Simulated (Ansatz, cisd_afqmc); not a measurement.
System: SO₃, charge 0, singlet. SO3 (sulfur trioxide, SMILES O=S(=O)=O).
B3LYP-D3(BJ)/def2-TZVP minimum from Ansatz (an electronic-structure program):
```xyz
4

O     -0.7068    -1.2388    -0.0328
S      0.0000     0.0000     0.0000
O     -0.7195     1.2319     0.0059
O      1.4264     0.0069     0.0269
```
Charge 0, spin multiplicity 1.

Total energies in cc-pV(Q+d)Z, 24 correlated electrons, 8 frozen orbitals. Open shells are spin-unrestricted; no spin-orbit coupling. Correlated methods leave the cores frozen. No relativity. AFQMC is phaseless with a CISD trial state; ± is one standard error, without the phaseless bias. Outlying blocks are dropped, and bars are widened where a walk drifts. Over all cases where full CI ran beside it in this data, AFQMC minus full CI had a median of +0.1 mEh and passed +0.4 mEh in a tenth of the cases.

| method | program | energy (Eh) | minus AFQMC/CISD (mEh) |
|---|---|---|---|
| HF | Ansatz | -622.18952 | 994.4 ± 0.4 |
| MP2 | Ansatz | -623.15577 | 28.2 ± 0.4 |
| CCSD | Ansatz | -623.13319 | 50.8 ± 0.4 |
| CCSD(T) | Ansatz | -623.18182 | 2.2 ± 0.4 |
| AFQMC/CISD | cisd_afqmc | -623.1840 ± 0.0004 | 0.0 |
